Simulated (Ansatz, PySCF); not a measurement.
Energy difference 2 R1 → P1, each structure at its B3LYP-D3(BJ)/def2-TZVP stationary point, reached from a drawn start (curvature not checked).
R1, OH (SMILES [OH]) (charge 0, multiplicity 2):
```xyz
2

O      0.000     0.000     0.488
H      0.000     0.000    -0.488
```
P1: H2O2 (SMILES OO), charge 0, multiplicity 1.

P less R. No zero-point or thermal terms; singlets are restricted closed shells; open shells are unrestricted; no spin–orbit coupling.

Correlated levels freeze the cores.

Run with Ansatz (a first-principles code); PySCF for the D3/D4 terms. Each number belongs to the level named beside it.

Q: What reaction energy does BLYP-D3(BJ)/def2-TZVPPD give?

A: -56.8 kcal/mol

Q: Estimate the reaction energy that HF/aug-cc-pVQZ returns for this input.

A: 2.3 kcal/mol

Q: What is the computed reaction energy (CCSD/aug-cc-pVQZ)?

A: -48.1 kcal/mol
